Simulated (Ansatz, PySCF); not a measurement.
Species: BI2 (charge 0, doublet). It need not be the lowest isomer of its formula. SMILES: I[B]I
Geometry from a B3LYP-D3(BJ)/def2-TZVP (Ansatz, a first-principles code) optimisation:
```
B
I 1 2.1018
I 1 2.1018 2 128.46
```
Charge 0, spin multiplicity 2.

Property: vertical ionisation energy (to the singlet state of charge +1; each state is the SCF solution reached for its spin; for the singlet T1 is 0.028), in eV. Correlated levels leave the core frozen unless marked. Open shells are spin-unrestricted. Spin-orbit coupling is left out. Frozen are the shells of the preceding noble gas and the d and f shells that filled before the atom's block. In def2 rows, elements after Kr have scalar-relativistic effective core potentials. Basis-set limits of correlation are two-point, X^-3; Hartree-Fock from the larger set. [CCSD(T)-MP2]/basis is that difference in the basis named.

```
level                                                          program  vertical ionisation energy (eV)  minus last row
-------------------------------------------------------------  -------  -------------------------------  --------------
HF/def2-SVPD                                                    Ansatz                             8.02            0.19
HF/def2-QZVPPD                                                  Ansatz                             7.92            0.09
SVWN5/def2-TZVPD                                                Ansatz                             7.75           -0.08
BHLYP/def2-TZVPD                                                Ansatz                             8.02            0.19
wB97M-V/def2-TZVPD                                              Ansatz                             7.84            0.01
MP2/def2-SVPD                                                   Ansatz                             7.69           -0.14
CCSD(T)/def2-SVPD                                               Ansatz                             7.65           -0.18
CCSD(T)/def2-TZVPPD                                             Ansatz                             7.71           -0.12
RI-MP2/CBS(def2-TZVPPD,def2-QZVPPD)+[CCSD(T)-MP2]/def2-SVPD     Ansatz                             7.79           -0.04
RI-MP2/CBS(def2-TZVPPD,def2-QZVPPD)+[CCSD(T)-MP2]/def2-TZVPPD   Ansatz                             7.83            0.00
```

For comparison, minus the highest occupied orbital energy (PySCF): 5.79 eV at B3LYP/def2-TZVPD, 8.96 eV at HF/def2-TZVPD, 5.54 eV at TPSSh/def2-TZVPD.
